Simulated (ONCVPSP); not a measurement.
rhenium: one change to an ONCV potential, before and after

| Item | Value |
| --- | --- |
| Element | rhenium |
| Generator | ONCVPSP 4.0.1 |
| Type | optimised norm-conserving Vanderbilt (ONCV) |
| Functional | LDA (Perdew-Zunger) |
| Relativity | scalar-relativistic |
| Frozen core | [Kr] 4d10 4f14 |
| Valence charge | 15 |
| Reference configuration | 5s2 5p6 5d5 6s2 |
| Partial waves | 5s+6s: rc 1.70 bohr, ncon 4, nbas 7, qcut 6.7 1/bohr, 2 projectors; 5p: rc 1.55 bohr, ncon 4, nbas 8, qcut 7.2 1/bohr, 1 projector; 5d: rc 2.35 bohr, ncon 4, nbas 9, qcut 7.5 1/bohr, 3 projectors, debl 3 Ha |
| Local potential | polynomial inside 1.10 bohr (lpopt 1, dvloc0 0 Ha) |
| Core correction | none |

Change: d: qcut 5.8.

Cutoffs: the cutoffs (Ha) at which the residual kinetic energy of the hardest occupied pseudo-wave falls to 1 and 0.1 mHa per electron; they do not see the model core or the augmentation charge, which bear on the density cutoff. Errors are all-electron minus pseudo energies relative to the spin-unpolarised reference configuration.

Task: How do hardness, ghosts and transferability respond?

Result: The potential gets neither clearly harder nor softer (21 Ha and 27 Ha → 21 Ha and 27 Ha); the p channel sets the loose cutoff, while the largest relative change is in d, which becomes softer; of the 4 tests that both files solve, the error grows in 0 and shrinks in 3 by more than 15 % and 0.3 meV (median size 11.2 → 9.0 meV); neither file shows a bound ghost.

| quantity | base | changed |
| --- | --- | --- |
| cutoff, loose | 21 Ha | 21 Ha |
| cutoff, tight | 27 Ha | 27 Ha |
| loose cutoff by channel | s 17 Ha, p 21 Ha, d 16 Ha | s 17 Ha, p 21 Ha, d 13 Ha |
| bound ghosts | none | none |
| GHOST(+) flags under 300 eV | s at 153.4 eV | s at 153.4 eV, d at 174.2 eV |
| error for 5s2 5p6 5d5 6s1, meV [ΔE 9.52 eV] | -3.2 | -2.7 |
| error for 5s2 5p6 5d5 6s0, meV [ΔE 26.20 eV] | -8.8 | -7.3 |
| error for 5s2 5p6 5d4 6s0, meV [ΔE 53.64 eV] | -14 | -11 |
| error for 5s2 5p6 5d5 6s0 6p1, meV [ΔE 15.42 eV] | +127 | +128 |
| s: phases at 1.73 bohr within 0.05 rad from the reference energy up to (Ha; the scan ends near 5) | to the end of the scan | to the end of the scan |
| p: phases at 1.57 bohr within 0.05 rad from the reference energy up to (Ha; the scan ends near 5) | 1.0 | 1.0 |
| d: phases at 2.39 bohr within 0.05 rad from the reference energy up to (Ha; the scan ends near 5) | to the end of the scan | to the end of the scan |
